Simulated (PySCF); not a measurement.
Match each property card to its molecule.

Structures:
1. `[H][Si]([H])([H])CC=C` (C3H8Si)
2. `C#C[Si@H](N=C)C` (C4H7NSi)
3. `CSS` (CH4S2)

Card P (geometry PBE0-D3(BJ)/def2-SVP):
- Rotational constants A, B, C: 16.740, 4.376, 3.638 GHz
- Static isotropic polarisability (wB97X-D/def2-SVPD): 56.4 au
- 13C chemical shifts (computed TMS as zero) by class (GIAO PBE0/pcSseg-1): 29.8 (1 C) ppm
- Dipole moment (wB97X-D/def2-SVPD): 1.89 D
- Strongest line among the 10 lowest singlet transitions (TDDFT wB97X-D/def2-SVPD): S8 at 7.78 eV (159 nm, f = 0.213)
- Vertical ionisation energy (ΔSCF wB97X-D/def2-SVPD): 9.36 eV
- HOMO energy (wB97X-D/def2-SVPD): -8.89 eV

Card Q (geometry PBE0-D3(BJ)/def2-SVP):
- Rotational constants A, B, C: 15.663, 2.743, 2.630 GHz
- Static isotropic polarisability (wB97X-D/def2-SVPD): 67.4 au
- Lowest singlet excitation (TDDFT wB97X-D/def2-SVPD): 6.90 eV (180 nm, f = 0.425)
- Core binding energies (ΔSCF SCAN, pcX-2 on the ionised atom, pcseg-1 elsewhere, spin-free X2C, 2p3/2 from a spin–orbit splitting computed afterwards within the 2p shell): Si2p3/2 106.7, C1s 290.0, C1s 290.5, C1s 290.7, Si1s 1846.4 eV
- Dipole moment (wB97X-D/def2-SVPD): 0.54 D
- Isotropic shieldings of nuclei other than C and H, by class (GIAO B3LYP/pcSseg-1): 403 (1 Si) ppm
- Point group: C1

Card R (geometry PBE0-D3(BJ)/def2-SVP):
- Rotational constants A, B, C: 3.834, 2.090, 1.478 GHz
- Static isotropic polarisability (wB97X-D/def2-SVPD): 80.4 au
- Lowest singlet excitation (TDDFT wB97X-D/def2-SVPD): 4.14 eV (299 nm, f = 0.000)
- Strongest line among the 6 lowest singlet transitions (TDDFT wB97X-D/def2-SVPD): S5 at 6.70 eV (185 nm, f = 0.032)
- Point group: C1
- HOMO energy (wB97X-D/def2-SVPD): -9.03 eV
- Dipole moment (wB97X-D/def2-SVPD): 0.94 D

All species are isolated and taken at one optimised geometry, non-relativistic unless stated; the electronic structure was computed with PySCF and density fitting. NMR classes are plain means over equivalent atoms (diastereotopic ones count apart unless rotation or inversion swaps them), as if these changed places fast.

Which card belongs to which structure?

P = 3, Q = 1, R = 2. What ties each card to its structure:
- 1 (card Q), C3H8Si, monoisotopic mass 72.0 u, 4 heavy atoms: core lines of C and Si; an asymmetric top with C = 2.630 GHz; polarisability 67.4 au for 40 electrons; dipole 0.54 D.
- 2 (card R), C4H7NSi, monoisotopic mass 97.0 u, 6 heavy atoms: an asymmetric top with C = 1.478 GHz, the lowest such constant on the cards; polarisability 80.4 au for 52 electrons, the largest shown; dipole 0.94 D.
- 3 (card P), CH4S2, monoisotopic mass 80.0 u, 3 heavy atoms: 1 C in 1 class; an asymmetric top with C = 3.638 GHz, the highest such constant on the cards; polarisability 56.4 au for 42 electrons, the smallest shown; dipole 1.89 D.
